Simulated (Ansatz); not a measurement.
Steps of a relaxation of GeH6O2Si, SMILES `O[SiH](O)[GeH3]` with RKS PBE0-D4/def2-TZVP.

```sh
$ ansatz run in.yaml --threads 2 --pin off --events-out ev --progress --plain --max-ram 22528MiB --backend cuda --devices 0, --max-vram 18GiB
```

```yaml
crystal:
  periodic: [false, false, false]
  atoms:
    - {symbol: O, position_ang: [-0.692540, 0.856940, 1.616980]}
    - {symbol: Si, position_ang: [-0.157890, -0.380440, 0.699950]}
    - {symbol: O, position_ang: [1.341090, -0.699320, 1.211910]}
    - {symbol: Ge, position_ang: [0.102640, 0.171350, -1.538590]}
    - {symbol: H, position_ang: [-1.518260, 1.286220, 1.418680]}
    - {symbol: H, position_ang: [-1.043440, -1.526440, 0.929020]}
    - {symbol: H, position_ang: [1.539330, -0.664910, 2.144810]}
    - {symbol: H, position_ang: [1.233130, -0.490940, -2.256100]}
    - {symbol: H, position_ang: [-1.092120, -0.182730, -2.379300]}
    - {symbol: H, position_ang: [0.288070, 1.630270, -1.847360]}
basis:
  gaussian: {orbitals: def2-TZVP}
hamiltonian: {xc: pbe0, dispersion: d4}
relax: {f_tol: 0.005, max_steps: 150}
```

Positions (Å) and forces (eV/Å) along the path, 13 of 27 steps:

```xyz
10
step=1 energy=-68577.4167 eV
O    -0.693    0.857    1.617    0.011    0.366    0.281
Si   -0.158   -0.380    0.700   -0.061    0.010    0.287
O     1.341   -0.699    1.212    0.701   -0.183    0.022
Ge    0.103    0.171   -1.539   -0.178    0.110   -0.461
H    -1.518    1.286    1.419   -0.283    0.127   -0.029
H    -1.043   -1.526    0.929   -0.296   -0.378   -0.077
H     1.539   -0.665    2.145    0.006   -0.026    0.219
H     1.233   -0.491   -2.256    0.719   -0.516   -0.157
H    -1.092   -0.183   -2.379   -0.728   -0.271   -0.259
H     0.288    1.630   -1.847    0.109    0.763    0.175
10
step=2 energy=-68577.5456 eV
O    -0.688    0.876    1.610   -0.001    0.265    0.149
Si   -0.103   -0.350    0.692   -0.365   -0.199   -0.107
O     1.382   -0.687    1.262    0.374   -0.040    0.039
Ge    0.068    0.175   -1.621    0.158    0.159    0.085
H    -1.521    1.293    1.395   -0.057   -0.021   -0.025
H    -1.012   -1.517    0.835   -0.044   -0.130    0.087
H     1.534   -0.699    2.210   -0.083    0.002   -0.068
H     1.268   -0.569   -2.229   -0.021    0.039   -0.087
H    -1.206   -0.220   -2.393    0.033    0.018    0.043
H     0.278    1.699   -1.761    0.006   -0.093   -0.117
10
step=5 energy=-68577.5695 eV
O    -0.701    0.903    1.602    0.231   -0.059    0.050
Si   -0.120   -0.349    0.705   -0.037   -0.012   -0.096
O     1.395   -0.651    1.242   -0.004    0.019   -0.214
Ge    0.094    0.184   -1.612   -0.011   -0.010    0.018
H    -1.575    1.240    1.427   -0.254    0.063   -0.033
H    -1.009   -1.536    0.898    0.018    0.031    0.013
H     1.522   -0.717    2.186    0.047   -0.035    0.256
H     1.252   -0.586   -2.265    0.012   -0.014   -0.003
H    -1.195   -0.179   -2.374   -0.015    0.006    0.008
H     0.338    1.690   -1.809    0.014    0.010    0.001
10
step=6 energy=-68577.5740 eV
O    -0.708    0.926    1.586   -0.252    0.063   -0.060
Si   -0.104   -0.327    0.701   -0.004   -0.020   -0.088
O     1.418   -0.605    1.243   -0.074   -0.022    0.233
Ge    0.100    0.188   -1.619    0.000   -0.018    0.004
H    -1.627    1.177    1.451    0.227   -0.079    0.064
H    -0.976   -1.525    0.906    0.017    0.040    0.012
H     1.495   -0.748    2.193    0.075    0.016   -0.166
H     1.225   -0.627   -2.278   -0.008   -0.003   -0.003
H    -1.214   -0.142   -2.356    0.007    0.013    0.013
H     0.390    1.683   -1.826    0.012    0.010   -0.008
10
step=7 energy=-68577.5845 eV
O    -0.758    0.957    1.536   -0.231   -0.010   -0.018
Si   -0.101   -0.295    0.690   -0.009   -0.015    0.037
O     1.414   -0.509    1.260    0.179   -0.081   -0.021
Ge    0.117    0.190   -1.629    0.017   -0.028   -0.019
H    -1.716    1.026    1.547    0.089    0.016    0.028
H    -0.938   -1.517    0.908   -0.016    0.048    0.011
H     1.531   -0.739    2.184   -0.041    0.036   -0.027
H     1.142   -0.736   -2.304    0.007    0.009    0.003
H    -1.232   -0.028   -2.343   -0.003    0.029    0.023
H     0.542    1.651   -1.848    0.008   -0.004   -0.016
10
step=10 energy=-68577.5972 eV rejected
O    -0.874    0.962    1.423   -0.032    0.055    0.031
Si   -0.111   -0.279    0.652   -0.036   -0.033    0.027
O     1.413   -0.452    1.233   -0.006    0.011   -0.024
Ge    0.144    0.180   -1.664   -0.003    0.014    0.092
H    -1.735    0.792    1.808    0.042   -0.022   -0.031
H    -0.924   -1.508    0.904    0.004   -0.014   -0.004
H     1.520   -0.555    2.181    0.005   -0.001    0.007
H     1.042   -0.880   -2.326   -0.033    0.035   -0.044
H    -1.238    0.167   -2.346    0.043   -0.021   -0.018
H     0.763    1.573   -1.863    0.015   -0.025   -0.036
10
step=12 energy=-68577.5995 eV
O    -0.881    0.964    1.431    0.002   -0.013    0.006
Si   -0.113   -0.277    0.662   -0.003    0.010   -0.028
O     1.415   -0.440    1.236   -0.002    0.002    0.004
Ge    0.145    0.182   -1.654    0.001   -0.003    0.006
H    -1.748    0.780    1.794   -0.003    0.003    0.001
H    -0.918   -1.512    0.910    0.002   -0.001    0.008
H     1.530   -0.557    2.181    0.003    0.002    0.006
H     1.020   -0.879   -2.341   -0.001   -0.003   -0.002
H    -1.232    0.176   -2.344   -0.003    0.004   -0.001
H     0.783    1.562   -1.875    0.004    0.000   -0.001
10
step=13 energy=-68577.5995 eV
O    -0.891    0.957    1.433   -0.124   -0.044    0.049
Si   -0.110   -0.275    0.662   -0.007   -0.005    0.006
O     1.417   -0.429    1.238    0.010    0.007    0.049
Ge    0.146    0.182   -1.655   -0.002    0.004   -0.008
H    -1.760    0.757    1.790    0.132    0.043   -0.051
H    -0.908   -1.514    0.913    0.001   -0.010   -0.008
H     1.533   -0.538    2.185   -0.010    0.007   -0.050
H     0.996   -0.895   -2.350   -0.009    0.005    0.007
H    -1.235    0.207   -2.338    0.010    0.001    0.005
H     0.812    1.550   -1.877    0.000   -0.008    0.002
10
step=15 energy=-68577.6000 eV
O    -0.900    0.949    1.432    0.015   -0.030   -0.008
Si   -0.110   -0.278    0.661    0.000    0.014   -0.001
O     1.419   -0.416    1.239   -0.002    0.005    0.001
Ge    0.145    0.183   -1.654    0.000    0.004   -0.008
H    -1.766    0.745    1.786   -0.016    0.016    0.010
H    -0.897   -1.524    0.911    0.004   -0.003   -0.001
H     1.535   -0.520    2.185   -0.002    0.000    0.000
H     0.974   -0.910   -2.351   -0.006    0.005    0.000
H    -1.237    0.233   -2.334    0.009    0.000    0.004
H     0.836    1.538   -1.875   -0.002   -0.011    0.002
10
step=23 energy=-68577.6006 eV
O    -0.921    0.920    1.444   -0.025    0.001    0.017
Si   -0.102   -0.281    0.665   -0.001   -0.007   -0.008
O     1.429   -0.372    1.246    0.005    0.001    0.012
Ge    0.144    0.183   -1.651    0.000    0.005    0.000
H    -1.807    0.717    1.748    0.024    0.007   -0.010
H    -0.851   -1.551    0.909   -0.002   -0.004    0.000
H     1.544   -0.480    2.192   -0.001    0.002   -0.009
H     0.898   -0.950   -2.368    0.002   -0.002   -0.002
H    -1.241    0.316   -2.309   -0.002   -0.002    0.000
H     0.909    1.498   -1.876    0.000   -0.001    0.000
10
step=24 energy=-68577.6006 eV
O    -0.917    0.920    1.448   -0.035   -0.009    0.016
Si   -0.101   -0.281    0.667   -0.001   -0.009   -0.008
O     1.430   -0.374    1.246   -0.001    0.002    0.002
Ge    0.144    0.183   -1.650    0.001   -0.002    0.005
H    -1.810    0.723    1.738    0.037    0.011   -0.012
H    -0.852   -1.551    0.908   -0.001    0.000    0.001
H     1.545   -0.483    2.192   -0.001    0.002   -0.001
H     0.900   -0.948   -2.368    0.001    0.001    0.000
H    -1.243    0.312   -2.308    0.000    0.002    0.000
H     0.904    1.500   -1.874    0.000    0.002   -0.004
10
step=26 energy=-68577.6007 eV
O    -0.911    0.919    1.454   -0.028   -0.014    0.009
Si   -0.101   -0.283    0.667    0.001   -0.002    0.003
O     1.430   -0.380    1.247   -0.004    0.003   -0.005
Ge    0.143    0.183   -1.649    0.002    0.000   -0.001
H    -1.809    0.730    1.729    0.031    0.011   -0.008
H    -0.855   -1.552    0.908    0.001    0.003   -0.001
H     1.545   -0.484    2.193   -0.001    0.001    0.003
H     0.906   -0.944   -2.367   -0.003    0.002    0.000
H    -1.244    0.306   -2.307    0.002   -0.003    0.000
H     0.897    1.504   -1.874    0.001    0.001    0.001
10
step=27 energy=-68577.6007 eV
O    -0.907    0.915    1.458   -0.004    0.004    0.004
Si   -0.100   -0.286    0.668   -0.001   -0.002   -0.002
O     1.431   -0.381    1.248    0.001   -0.004   -0.001
Ge    0.143    0.183   -1.649    0.001    0.000   -0.001
H    -1.810    0.736    1.723    0.000   -0.002   -0.002
H    -0.854   -1.555    0.905    0.002    0.003    0.000
H     1.543   -0.480    2.195    0.003    0.001    0.001
H     0.904   -0.943   -2.369   -0.001    0.000    0.001
H    -1.245    0.306   -2.305    0.000    0.000    0.000
H     0.895    1.504   -1.873    0.000    0.000    0.000
```

Hardware: 2 threads of an AMD EPYC 7R13 on a shared host and a share of an NVIDIA H100 80 GB. Wall time 39 s, peak host memory 0.84 GiB.
